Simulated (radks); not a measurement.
Numerical settings for the ytterbium ion Yb3+, [Xe] 4f13. All-electron calculation, scalar-relativistic Kohn-Sham, BLYP, spin-unpolarised, spherical densities, point nucleus. Program: a radial shooting solver on a logarithmic mesh with Libxc functionals. The defaults (mesh step 0.008 in ln r, mesh end at 40 bohr or more with all orbitals vanishing there, Anderson mixing 0.5 over 9 steps, residual threshold near 1e-9 with the energy settled to 1e-9 hartree or 1e-11 of itself, here a cap of 63 iterations) give E = -14059.0261 hartree and 4f at -35.826 eV in 15 iterations. Run on one thread of a shared host, so times are rough (Arm Neoverse N1): 0.2 s of CPU time, 0.2 s wall, 15 iterations on 2501 mesh points. Changes against that run (0 stands for a change within the tolerance of the run):

setting,iterations,converged,E (mhartree),e(4f) (meV),CPU (s)
mesh step in ln r 0.08,3,no,diverged,-,0.04
mesh step in ln r 0.12,4,no,diverged,-,0.01
mesh step in ln r 0.012,15,yes,0,0,0.14
mesh end (bohr) 1,14,level above zero,+1.84e+05,+2.95e+05,0.26
mesh end (bohr) 5,15,yes,+0.519,+24.1,0.18
residual threshold 0.01,11,yes,0,+0.202,0.16
residual threshold 0.001,11,yes,0,+0.202,0.16
mixing 0.05,20,yes,0,0,0.25
"linear mixing, mixing 1",63,no,+2.17e+05,-9.61e+05,1.6
"linear mixing, mixing 0.05",63,no,-9.68,-893,0.73
mixing history 3,18,yes,0,0,0.22
iteration cap 5,5,no,+10.7,+1.17e+03,0.08

Settled on a wrong energy, with an occupied level pushed above zero by the early mesh end: mesh end (bohr) 1 (+184 hartree). Apart from these: no run marked as converged misses the energy by more than 1 mhartree. A mesh that ends early acts as a hard wall.
